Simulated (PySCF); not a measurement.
SMILES CC(C)c1ccccc1[SiH3] (C₉H₁₄Si) (GFN2-xTB optimised geometry):

```
24

C     -2.338    -1.907     1.275
C     -1.500    -1.781     0.001
C     -2.378    -1.891    -1.247
C     -0.717    -0.490     0.000
C     -1.401     0.720     0.002
C     -0.726     1.926     0.002
C      0.657     1.936     0.001
C      1.343     0.737     0.000
C      0.681    -0.490     0.000
Si     1.722    -2.068     0.002
H     -3.085    -1.118     1.330
H     -1.701    -1.836     2.153
H     -2.852    -2.866     1.295
H     -0.791    -2.615    -0.016
H     -1.770    -1.799    -2.145
H     -2.884    -2.854    -1.268
H     -3.133    -1.109    -1.264
H     -2.481     0.724     0.004
H     -1.279     2.855     0.004
H      1.197     2.872     0.000
H      2.424     0.750     0.000
H      3.133    -1.679     0.015
H      1.462    -2.864    -1.202
H      1.444    -2.872     1.197
```

Calculation: CAM-B3LYP/def2-SVP (PySCF).

Question: What are the frontier orbital energies and the dipole moment?

Answer: HOMO-2 -9.97 eV, HOMO-1 -8.45 eV, HOMO -8.18 eV, LUMO 0.77 eV, LUMO+1 1.08 eV; dipole moment 0.81 D.

On the same geometry PBE/def2-SVP (PySCF) gives HOMO-2 -7.23 eV, HOMO-1 -6.27 eV, HOMO -6.03 eV, LUMO -1.25 eV, LUMO+1 -1.01 eV; dipole moment 0.88 D.

Meta-Löwdin charges at CAM-B3LYP/def2-SVP: C1 -0.28, C2 -0.04, C3 -0.28, C4 0.03, C5 -0.12, C6 -0.09, C7 -0.11, C8 -0.09, C9 -0.23, Si10 0.50, H11 0.09, H12 0.10, H13 0.09, H14 0.08, H15 0.10, H16 0.09, H17 0.09, H18 0.10, H19 0.10, H20 0.10, H21 0.10, H22 -0.11, H23 -0.11, H24 -0.11.
